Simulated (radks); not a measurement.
Results of a calculation; reference values are marked as such.
Initial-state core-level shifts of the promethium ion Pm+ when its valence configuration changes from [Xe] 4f5 6s1. Code: a radial shooting solver on a logarithmic mesh with Libxc functionals. Model: scalar-relativistic Kohn-Sham, BLYP, spin-polarised, spherical densities, finite nucleus; open shells are filled with parallel spins first (spin-orbit coupling, left out, can overturn this in heavy ions); Fermi nuclear charge, rms radius 4.962 fm. Shifts are changes of the shell-averaged eigenvalues in eV (positive: less bound); the change of the density at the nucleus, which sets a Mossbauer isomer shift, is in e/bohr^3, on a base of 5.14e+05.

\begin{tabular}{lrrrrr}
valence & 1s & 2s & 2p & 5p & density at nucleus \\ \hline
4f5.5 6s0.5 & +3.437 & +3.682 & +3.647 & +2.139 & -23.53 \\
4f4.5 5d0.5 6s1 & -3.071 & -3.335 & -3.292 & -1.385 & +12.51 \\
4f4 6s2 & -8.803 & -9.460 & -9.365 & -5.040 & +61.55 \\
4f6 & +5.967 & +6.389 & +6.330 & +3.819 & -41.99 \\
4f4 5d1 6s1 & -6.437 & -7.003 & -6.910 & -2.788 & +26.51 \\
4f4.5 6s1.5 & -4.152 & -4.453 & -4.410 & -2.461 & +28.08 \\
4f5 5d1 & +1.676 & +1.739 & +1.739 & +1.750 & -27.07 \\
4f5 6p1 & -1.166 & -1.153 & -1.153 & -1.168 & -25.78 \\
4f5 6s0.5 6p0.5 & -0.590 & -0.583 & -0.583 & -0.591 & -12.78 \\
\end{tabular}
